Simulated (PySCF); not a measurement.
A structure optimised at B3LYP-D3(BJ)/def2-SVP, used in a PySCF frequency run:

```xyz
13

Si    -0.3893     0.4178     0.0000
C     -1.1609    -0.3101     1.5543
C     -1.1609    -0.3101    -1.5543
C      1.4214     0.0583     0.0000
C      2.6122    -0.1975     0.0000
H     -0.5545     1.9015     0.0000
H     -2.2412    -0.0940     1.5891
H     -0.6965     0.1104     2.4599
H     -1.0271    -1.4034     1.5779
H     -0.6965     0.1104    -2.4599
H     -1.0271    -1.4034    -1.5779
H     -2.2412    -0.0940    -1.5891
H      3.6635    -0.4203     0.0000
```
Charge 0, spin multiplicity 1.

Write its SMILES, formula and point group.

C#C[SiH](C)C, C4H8Si, Cs

What are its rotational constants (standard atomic weights)?

5.2710, 2.7290, 2.0215 GHz
